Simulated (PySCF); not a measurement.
## BeSi: energy against distance

Set-up: PySCF, no relativity, basis sets Be def2-TZVPP, Si def2-TZVPP. Energies in eV from Be + Si in their ground configurations at the same level. All curves are PBE0. state 1: ³Σ⁻ (triplet), unpaired electrons π ↑↑; state 2: Ms = 0 determinant of mixed spin (⟨S²⟩ near 1.1), unpaired electrons π ↑↓, a mixture of terms (⟨Lz²⟩ = 2.0), a second solution, started from another occupation; state 3: ³Π (triplet), unpaired electrons σ ↑, π ↑, a second solution, started from another occupation; state 4: Ms = 0 determinant of mixed spin (⟨S²⟩ near 1.0), unpaired electrons σ ↓, π ↑, a second solution, started from another occupation.

```csv
R (Å),state 1,state 2,state 3,state 4
1.827,-1.105,-0.888,0.082,0.175
1.913,-1.402,-1.193,-0.406,-0.321
1.998,-1.566,-1.356,-0.730,-0.652
2.061,-1.625,-1.410,-0.891,-0.817
2.125,-1.641,-1.420,-0.996,-0.925
2.189,-1.624,-1.395,-1.057,-0.988
2.274,-1.563,-1.325,-1.084,-1.018
2.380,-1.446,-1.197,-1.058,-0.990
2.507,-1.274,-1.015,-0.969,-0.895
2.678,-1.032,-0.767,-0.803,-0.714
```

**Question.** Put a parabola through the three lowest points of the state 1 curve and estimate Re, k and ωe (reduced mass 6.816 u; 1 eV/Å² = 0.16022 mdyn/Å; ωe = 1302.8·√(k/μ) cm⁻¹).

**Answer.** Through R = 2.061, 2.125, 2.189 Å the second-order coefficient is 4.03 eV/Å², so Re ≈ 2.124 Å, k ≈ 1.29 mdyn/Å and ωe ≈ 567 cm⁻¹. A polynomial fit of higher order to the unrounded PBE0 energies gives Re = 2.122 Å, k = 1.33 mdyn/Å, ωe = 576 cm⁻¹; anharmonicity and rounding make the difference.

The higher-order fit for each curve: state 1: Re = 2.122 Å, ωe = 576 cm⁻¹, De = 1.64 eV; state 2: Re = 2.109 Å, ωe = 597 cm⁻¹, minimum 1.42 eV below the ground-state fragments; state 3: Re = 2.279 Å, ωe = 491 cm⁻¹, minimum 1.08 eV below the ground-state fragments; state 4: Re = 2.280 Å, ωe = 501 cm⁻¹, minimum 1.02 eV below the ground-state fragments.

⟨S²⟩ of the unrestricted solution departs from its pure value on part of the curve, where spin states mix. The state was picked by a PBE0 search and need not be the measured ground state.
